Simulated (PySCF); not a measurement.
Problem. Write Cartesian coordinates for InChI=1S/C3H2F6/c4-1-2(5,6)3(7,8)9/h1H2 as optimised with PBE0-D3(BJ)/def2-TZVP.

Solution. 
```xyz
11
C3H2F6 angstrom
F      0.659    1.688   -0.980
C      0.752    0.328   -1.058
C      0.413   -0.314    0.275
F      0.587   -1.645    0.130
F      1.244    0.122    1.235
C     -1.035   -0.092    0.768
F     -1.254    1.186    1.039
F     -1.893   -0.482   -0.175
F     -1.261   -0.805    1.864
H      0.070   -0.044   -1.825
H      1.780    0.045   -1.299
```

Orientation and origin are arbitrary. Atoms count from 1 in this order. The 2 C–C bonds span 1.517 Å (C2–C3, drawn single) to 1.545 Å (C3–C6, drawn single), a spread of 0.028 Å. The 6 C–F bonds span 1.325 Å (C6–F7, drawn single) to 1.365 Å (F1–C2, drawn single), a spread of 0.040 Å. Of the pairs four or more bonds apart, F1···F7 is among the closest relative to their van der Waals radii: 2.83 Å, 96 % of the sum of Bondi's values.

Bonds between heavy atoms (Å): F1–C2 1.365, C2–C3 1.517, C3–F4 1.351, C3–F5 1.343, C3–C6 1.545, C6–F7 1.325, C6–F8 1.333, C6–F9 1.326.

Method: PySCF 2.14.0, PBE0-D3(BJ)/def2-TZVP geometry optimisation, gas phase.

Point group: C1 (no symmetry element, even within 0.4 Å). Whether it is a minimum is left open (no frequencies). The numbers are those of one conformer (F1–C2–C3–F4 -177°).
